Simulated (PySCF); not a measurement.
Electronic structure of Ge (germanium, neutral) at the UHF level

Configuration: [Ar] 3d10 4s2 4p2, high-spin 3P determinant. Computed with PySCF 2.14 in Sapporo-DKH3-DZP-2012 (6s5p3d1f, 43 functions), with the spin-free X2C one-electron Hamiltonian (Gaussian nucleus).

```json
{
 "Total energy": "-2097.005729 hartree",
 "One-electron energy": "-2922.5495 hartree",
 "Hartree (Coulomb) energy": "904.1297 hartree",
 "Exchange energy": "-78.5859 hartree",
 "⟨S²⟩": "2.0101",
 "⟨L²⟩": "2.028",
 "Sum of ⟨r⟩": "24.07 bohr",
 "Sum of ⟨r²⟩": "41.03 bohr²",
 "Traceless quadrupole moment −½Σ⟨3z² − r²⟩ along its main axis": "3.83 e·bohr²",
 "Langevin diamagnetic susceptibility": "-32.5 ×10⁻⁶ cm³/mol",
 "Time after the integrals": "0.53 s of wall time on 1 thread of Neoverse-V1 (shared host)"
}
```

```
shell  electrons  mean orbital energy (eV)  spread (eV)  rms radius, mean of both spins (bohr)
 1s α          1                  -11179.0            0                                 0.0542
 1s β          1                  -11178.9            0                                 0.0542
 2s α          1                   -1453.9            0                                  0.227
 2s β          1                   -1453.9            0                                  0.227
 2p α          3                   -1266.2        0.031                                  0.203
 2p β          3                   -1266.1        0.104                                  0.203
 3s α          1                   -201.54            0                                  0.668
 3s β          1                   -201.37            0                                  0.668
 3p α          3                   -141.88        0.032                                  0.701
 3p β          3                   -141.63        0.382                                  0.701
 3d α          5                   -43.590        0.240                                  0.816
 3d β          5                   -43.469        0.397                                  0.816
 4s α          1                   -17.476            0                                   2.36
 4s β          1                   -13.411            0                                   2.36
 4p α          2                    -7.882            0                                   3.09
```

Densities and radii are taken from the X2C orbitals without a picture-change correction, which distorts them close to the nucleus.
